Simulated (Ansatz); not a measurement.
Input file for Ansatz (a first-principles code): R-SVWN5/def2-TZVPP on BiH3O2 (SMILES [OH][BiH][OH]), a point of a torsion scan. Elements past Kr take the def2 small-core potentials; no spin–orbit coupling.

Ansatz 0.2 input:
```yaml
crystal:
  periodic: [false, false, false]
  atoms:
    - {symbol: O, position_ang: [-1.58310778, -0.26549109, 0.59814107]}
    - {symbol: Bi, position_ang: [0.40284314, 0.34282417, 0.36268595]}
    - {symbol: O, position_ang: [-0.05256537, 2.30479631, 0.84922957]}
    - {symbol: H, position_ang: [-2.06979256, -0.18808593, -0.22141949]}
    - {symbol: H, position_ang: [0.69425935, -0.10170159, 2.05186276]}
    - {symbol: H, position_ang: [-0.61666677, 2.31021611, 1.62028306]}
basis:
  gaussian:
    orbitals: def2-TZVPP
hamiltonian:
  xc: {name: SVWN5}
scf: {lower_state_search: off}
```

The head of its log:

```
WARN ansatz: RAYON_NUM_THREADS=1 ignored (pool sized by the plan → 1); use --threads N
Functional definition: SVWN5
these checks for a lower state are left out or cut short: stability, starts, cluster_reference, orbital_swaps, neighbouring_geometries, increment
integrals: 0.06 GiB planned
839 factors; their error is unknown
mean field: 0.45 GiB planned
mean field evaluation 1: about -9933.4570 eV, gradient 9.5e1 eV
mean field evaluation 2: about -9749.5982 eV, gradient 2.6e2 eV
```

Give the final energy of this run.

-365.6160 hartree.
